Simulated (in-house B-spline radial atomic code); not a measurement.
# The germanium ion Ge⁴⁺: [Ar] 3d10

Method: Dirac-Kohn-Sham HSE06, spherical fractional occupations, Fermi nucleus of rms radius 4.0742 fm. Calculated with an all-electron radial atomic-structure program (B-spline basis).

Screening seen three ways: the hydrogenic charge with the same mean radius, Z_r = [3n² - l(l+1)]/(2<r>), the one with the same energy, Z_e = n√(-2ε), and Slater's rules. Values are occupation-weighted means over j.

```
shell  electrons   ε (eV)  <r> (bohr)    Z_r    Z_e  Slater
   1s          2   -11065     0.04699  31.92  28.52   31.70
   2s          2  -1441.1      0.2095  28.63  20.58   27.85
   2p          6  -1264.4      0.1836  27.24  19.28   27.85
   3s          2  -225.73      0.6232  21.66  12.22   20.75
   3p          6  -171.14      0.6453  19.37  10.64   20.75
   3d         10  -81.459      0.7151  14.68   7.34   10.85
```

The least bound orbital is 3d5/2 at -81.21 eV, and it is also the most diffuse (<r> = 0.7169 bohr).

Spin-orbit splittings of the orbital energies (j = l + 1/2 above j = l - 1/2 when positive): 2p 31.97 eV, 3p 4.348 eV, 3d 0.6119 eV.

For the 1s electron the small component carries 1.34 % of the norm, the zero-frequency Breit interaction raises the level by 16.18 eV, self-energy by 8.395 eV, and vacuum polarisation lowers it by 0.8095 eV.
